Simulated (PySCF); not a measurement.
## Nuclear repulsion and electron count by hand

System: Br₄Sn, charge +1, doublet, at a GFN2-xTB geometry (such geometries of metal compounds can be far from the true shape) (a state made from the parent by changing its charge; the spin is typed, not shown lowest) (all electrons, no relativity). Level: PBE0/STO-3G (PySCF). Sums are taken with unrounded values, so a last digit can differ.

Coordinates (Å):

```
atom         x         y         z
----  --------  --------  --------
Br1   -0.93077   2.30195  -0.78691
Sn2    0.00000   0.00000   0.00000
Br3   -1.79288  -1.84566  -0.40456
Br4    0.56930   0.11573   2.53911
Br5    2.15435  -0.57203  -1.34763
```

Problem. Work out the nuclear repulsion energy and the numbers of alpha and beta electrons.

Solution. In atomic units each pair adds Z_i Z_j / r_ij, with r in bohr (1 bohr = 0.529177 Å).
| pair | r (Å) | r (bohr) | Z_i Z_j | term (Eh) |
|---|---|---|---|---|
| Br1-Sn2 | 2.6047 | 4.9222 | 1750 | 355.5319 |
| Br1-Br3 | 4.2535 | 8.0379 | 1225 | 152.4026 |
| Br1-Br4 | 4.2535 | 8.0379 | 1225 | 152.4026 |
| Br1-Br5 | 4.2535 | 8.0379 | 1225 | 152.4026 |
| Sn2-Br3 | 2.6047 | 4.9222 | 1750 | 355.5319 |
| Sn2-Br4 | 2.6047 | 4.9222 | 1750 | 355.5319 |
| Sn2-Br5 | 2.6047 | 4.9222 | 1750 | 355.5319 |
| Br3-Br4 | 4.2535 | 8.0379 | 1225 | 152.4026 |
| Br3-Br5 | 4.2535 | 8.0379 | 1225 | 152.4026 |
| Br4-Br5 | 4.2535 | 8.0379 | 1225 | 152.4026 |
The sum is 2336.5430 Eh; PySCF gives 2336.5430 Eh. The atomic numbers add up to 190, so at charge +1 there are 189 electrons; multiplicity 2 means 1 unpaired, so 95 alpha and 94 beta.
